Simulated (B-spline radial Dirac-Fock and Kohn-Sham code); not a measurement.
# Ho⁴⁹⁺: scattering cross sections and density moments

System: the Ho⁴⁹⁺ ion, [Ne] 3s2 3p6.

Input file task.json (cfg lists n, l and occupation; rrms is the nuclear radius in fm):

```json
{"items": [{
  "Z": 67,
  "q": 49,
  "cfg": [[1, 0, 2], [2, 0, 2], [2, 1, 6], [3, 0, 2], [3, 1, 6]],
  "A": 165,
  "rrms": 5.2022,
  "do": ["scatter"],
  "s": [0.0, 0.05, 0.1, 0.15, 0.2, 0.25, 0.3, 0.35, 0.4, 0.45, 0.5, 0.6, 0.7, 0.8, 0.9, 1.0, 1.1, 1.2, 1.4, 1.6, 1.8, 2.0, 2.5, 3.0, 3.5, 4.0, 5.0, 6.0],
  "pz": [0, 0.1, 0.14, 0.2, 0.27, 0.38, 0.54, 0.75, 1.1, 1.5, 2.1, 2.9, 4.1, 5.7, 7.9, 11.0, 16.0, 22.0, 31.0, 43.0, 60.0],
  "hv_scatter": [2000, 5000, 10000, 20000, 30000, 50000, 200000, 1000000]
}]}
```

Command: `python xray_run.py task.json out`

Level of theory: Dirac-Fock densities; a B-spline atomic structure program.

```
Sum of ⟨r⟩                          : 2.353 bohr
Sum of ⟨r²⟩                         : 0.4678 bohr²
Sum of ⟨1/r⟩                        : 345.20 per bohr
Langevin diamagnetic susceptibility : -0.370 × 10⁻⁶ cm³/mol
Lamb shielding (α²/3)Σ⟨1/r⟩         : 6127 ppm
```

Coherent scattering is the Thomson cross section weighted by f₀², without anomalous dispersion; incoherent scattering is Klein-Nishina weighted by S. The Lamb formula is the non-relativistic shielding expression. Electron correlation is left out. A dash stands where the photon energy is too low for the impulse approximation behind that column.

```
hν (keV)  coherent (b)  incoherent (b)  incoherent per electron (b)
       2         214.5               –                            –
       5         209.0               –                            –
      10         191.4               –                            –
      20         142.8           2.070                        0.115
      30         101.6           3.269                        0.182
      50         58.19           4.759                        0.264
     200         7.293           6.122                        0.340
    1000        0.3664           3.716                        0.206
```

Incoherent scattering overtakes coherent scattering between 200 and 1000 keV.

Values without a named source are computed, but for edge energies of neutral atoms, which are taken from tables.
